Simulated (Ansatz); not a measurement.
Z-matrix (Å, degrees):
```
C
In 1 2.144
H 1 1.090 2 111.4
H 1 1.091 2 110.0 3 120.7
H 1 1.091 2 109.1 3 -120.3
C 2 2.149 1 133.9 3 -21.1
O 2 2.445 1 100.8 3 91.5
S 2 2.475 1 113.4 3 175.3
H 6 1.091 2 110.9 1 49.9
H 6 1.091 2 110.1 1 -69.7
H 6 1.091 2 110.2 1 170.9
H 7 0.962 2 117.5 1 -139.4
H 7 0.976 2 87.9 1 113.0
H 8 1.343 2 94.8 1 -5.4
```

Total charge 0; spin multiplicity 1. In: def2 effective core potential. The bonds changed during the relaxation, so this is another structure than the one it started from.

Task: List the B3LYP/def2-TZVPP orbital energies in eV (Ansatz 0.2.0). (Best estimate.)

Result: Computed: Occupied: -2416.92, -521.83, -276.36, -276.32, -214.93, -159.48, -159.38, -159.32, -126.57, -83.22, -83.06, -82.94, -28.88, -20.54, -20.47, -20.33, -20.25, -20.16, -18.64, -18.16, -18.05, -15.79, -12.34, -11.18, -10.86, -10.81, -10.73, -10.67, -10.07, -9.35, -7.22, -7.02, -6.67. Lowest empty: -0.46, -0.29, 0.46, 0.62, 1.00, 1.40, 1.82, 2.37.

B3LYP here is the variant with VWN-RPA as its local correlation; programs differ in this.
